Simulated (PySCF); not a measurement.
**Be: excitation energy**

Be [He] 2s2 (1S) → Be [He] 2p2 (3P), as a difference of total energies. All numbers are calculated (PySCF 2.14, the spin-free X2C one-electron Hamiltonian (Gaussian nucleus), in aug-cc-pVTZ-DK). Correlated levels: valence: 1s2 frozen. The calculations carry no spin-orbit coupling.

| method | excitation energy (cm⁻¹) |
| --- | --- |
| UHF | 52025 |
| LDA | 48181 |
| PBE | 47965 |
| PBE0 | 50260 |
| r2SCAN | 48865 |
| M06 | 49985 |
| MN15 | 51828 |
| TPSS | 50165 |
| HSE06 | 50064 |
| MP2 (valence) | 56923 |
| SCS-MP2 (valence) | 59052 |

Errors of the correlated levels include the incompleteness of this basis and the frozen core.

Problem. Which method comes closest to the reference value, and which is furthest?

Solution. The reference is 59696 cm⁻¹ (measured; NIST levels, between the centres of gravity of the two terms). Closest: SCS-MP2 (valence) (error -644.16 cm⁻¹); furthest: PBE (error -11731 cm⁻¹).
